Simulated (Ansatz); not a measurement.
Compare A (`C=C(CCl)[SiH2]F`) with its isomer B (`F/C(=C/Cl)C[SiH3]`).

Computed with Ansatz on PBE0-D4/def2-TZVP structures; ΔE is electronic, products minus reactants. CCSD(T)/CBS adds triple-zeta CCSD(T) − MP2 to the extrapolated MP2 energy (def2 sets, frozen cores). Functionals use def2-TZVPP. B3LYP here is the variant with VWN-RPA as its local correlation; programs differ in this. Each species was taken in one conformer, which may not be the lowest.

Problem. Which isomer does CCSD(T)/CBS put lower? Give the gap. (An estimate is asked.)

Solution. Computed: A, by 49.6 kcal/mol.

Problem. Give E(B) − E(A) in kcal/mol with B2PLYP, B3LYP, ωB97M-V, CCSD(T)/def2-TZVPP, HF/def2-TZVPP, B3LYP-D4, PBE-D4. (An estimate is asked.)

Solution. The calculation gave: B2PLYP 47.8, B3LYP 45.9, ωB97M-V 46.5, CCSD(T)/def2-TZVPP 48.2, HF/def2-TZVPP 50.9, B3LYP-D4 46.4, PBE-D4 41.8. None reverses the order clearly.

Largest T1 diagnostic: 0.012.

In def2-TZVPP, CCSD(T) changes the Hartree–Fock value by −2.7 kcal/mol (the triples alone add −0.6 kcal/mol) and MP2 by −0.8 kcal/mol. From PBE to PBE0 (25 % exact exchange), in def2-TZVPP and without D4, E(B) − E(A) moves by +2.1 kcal/mol.
